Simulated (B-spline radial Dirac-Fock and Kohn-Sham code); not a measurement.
# Binding energies of La at several levels of theory

System: the free lanthanum atom, [Xe] 5d1 6s2.

The density-functional columns are spherical, spin-unpolarised Dirac-Kohn-Sham results without Breit or QED terms: −ε is minus the orbital energy of the initial state and ΔSCF the difference of two total energies, and "half-occupied" is minus the orbital energy with half an electron removed (Slater transition state). The reference in the last column comes from relaxed Dirac-Fock hole states (ΔSCF) with Breit and QED corrections and a finite nucleus. All numbers are from a radial finite-basis atomic code, in eV; a selection of levels is shown. The Kohn-Sham columns are given as differences from the reference. For the 1s level of heavy atoms much of the gap between ΔSCF and the reference is the Breit and QED part, -147.4 eV here; for other levels the error of the functional can be larger.

| level | LDA ΔSCF − DF | LDA half-occupied − DF | PBE −ε − DF | PBE0 −ε − DF | Dirac-Fock |
| --- | --- | --- | --- | --- | --- |
| 1s | +134.5 | +135.4 | -220.7 | -110.8 | 38936.2 |
| 2s | -57.7 | -57.9 | -124.4 | -79.2 | 6285.1 |
| 2p1/2 | -6.5 | -6.7 | -94.4 | -55.8 | 5904.8 |
| 2p3/2 | -18.1 | -18.3 | -99.5 | -61.3 | 5496.8 |
| 3s | -41.4 | -41.5 | -64.0 | -42.3 | 1381.7 |
| 3p1/2 | -27.0 | -27.2 | -51.6 | -33.0 | 1221.6 |
| 3p3/2 | -27.4 | -27.5 | -51.0 | -32.9 | 1140.5 |
| 3d3/2 | -5.0 | -5.2 | -32.5 | -18.8 | 863.1 |
| 3d5/2 | -5.9 | -6.0 | -32.9 | -19.3 | 846.3 |
| 4s | -19.1 | -19.2 | -29.1 | -19.3 | 295.2 |
| 4p1/2 | -12.5 | -12.6 | -22.5 | -14.4 | 234.2 |
| 4p3/2 | -12.8 | -12.9 | -22.4 | -14.5 | 217.0 |
| 4d3/2 | -0.4 | -0.5 | -9.7 | -5.1 | 115.2 |
| 4d5/2 | -0.5 | -0.6 | -9.7 | -5.2 | 112.2 |
| 5s | -3.1 | -3.2 | -8.4 | -5.3 | 47.29 |
| 5p1/2 | +0.5 | +0.5 | -4.3 | -2.3 | 28.47 |
| 5p3/2 | +0.4 | +0.3 | -4.3 | -2.3 | 25.90 |
| 5d | +0.9 | +0.8 | -2.5 | -3.2 | 5.61 |
| 6s | +1.5 | +1.4 | -1.0 | -0.4 | 4.69 |

Values without a named source are computed, but for edge energies of neutral atoms, which are taken from tables.
